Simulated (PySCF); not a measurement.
Numbering as in the mapped SMILES `[CH2:1]=[C:2]([CH3:3])[C:4](=[CH2:5])[c:6]1[cH:7][cH:8][cH:9][cH:10][cH:11]1`; H(Xn) means a hydrogen on atom n. Ha(C5) is cis to C2; Ha(C1) is cis to C3; Hb(C5) is trans to C2; Hb(C1) is trans to C3.

PySCF 2.14 calculation with GFN2-xTB geometry and shieldings: GIAO PBE0/pcSseg-1; one computed conformer, equivalent nuclei averaged, non-relativistic, no solvent model.

δ = σ(ref) − σ, references computed at the same level: 13C, 1H against TMS.

| atoms | nucleus | count | Hirshfeld charge | δ (ppm) |
| --- | --- | --- | --- | --- |
| Ha(C1) | 1H | 1 | 0.04 | ? |
| Hb(C5) | 1H | 1 | 0.04 | 5.40 |
| Hb(C1) | 1H | 1 | 0.04 | 5.08 |
| C2 | 13C | 1 | 0.01 | 151.9 |
| C1 | 13C | 1 | -0.10 | 127.0 |
| C8/C10 | 13C | 2 | -0.05 | 133.3 |
| C3 | 13C | 1 | -0.12 | 24.0 |
| H(C9) | 1H | 1 | 0.05 | ? |
| C6 | 13C | 1 | 0.01 | 150.0 |
| C9 | 13C | 1 | -0.05 | 133.1 |
| Ha(C5) | 1H | 1 | 0.04 | 5.44 |
| H(C7)/H(C11) | 1H | 2 | 0.05 | ? |
| C5 | 13C | 1 | -0.10 | 120.1 |
| H(C8)/H(C10) | 1H | 2 | 0.05 | 7.63 |
| C4 | 13C | 1 | 0.01 | ? |
| H(C3) | 1H | 3 | 0.04 | ? |
| C7/C11 | 13C | 2 | -0.05 | 135.8 |

Estimate the values marked ?.

## Answers


- C4: 160.8 ppm, fully substituted alkene carbon; the olefinic region
- H(C7)/H(C11): 7.62 ppm, hydrogen on an aromatic CH; the ring current deshields protons in the ring plane
- H(C9): 7.60 ppm, hydrogen on an aromatic CH; it sits in the deshielding region of the aromatic ring current
- Ha(C1): 5.55 ppm, hydrogen on a terminal =CH2 carbon; attached to an sp2 carbon and in the plane of the double bond
- H(C3): 2.20 ppm, hydrogen on an allylic methyl carbon; allylic position

Shifts are as computed. Against solution values, carbons near 30 ppm lie about +3 ppm off and those near 130 ppm about +5 ppm. Of 1211 compounds with measured shifts, 218 miss one by over three times the rms of a fit or turn the order of signals round; such compounds aren't used in these exercises.
